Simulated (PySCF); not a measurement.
BrFH2Si. Atoms are numbered in the order given.

```xyz
5

Si     0.5179     1.0909     0.0000
F     -0.7893     1.9964     0.0000
Br    -0.0771    -1.0280     0.0000
H      1.2764     1.3707     1.2339
H      1.2764     1.3707    -1.2339
```

Geometry optimised at PBE0-D3(BJ)/def2-TZVP.

The numbers are results of PySCF with CAM-B3LYP/def2-TZVPD, not measurements.

```
Quantity                                                                                                        Value
---------------------------------------------------------------------------------------------  ----------------------
total energy                                                                                      -2964.96824 hartree
point group                                                                                                        Cs
highest occupied level                                                                                      -10.09 eV
lowest empty level                                                                                            0.51 eV
orbital gap                                                                                                  10.60 eV
dipole moment                                                                                                  1.38 D
quadrupole, principal values (traceless, Buckingham form, about the centre of nuclear charge)   -4.55, 0.61, 3.94 D·Å
mean static polarisability                                                                       47.4 bohr³ (7.02 Å³)
polarisability, principal values                                                               41.5, 43.1, 57.5 bohr³
```
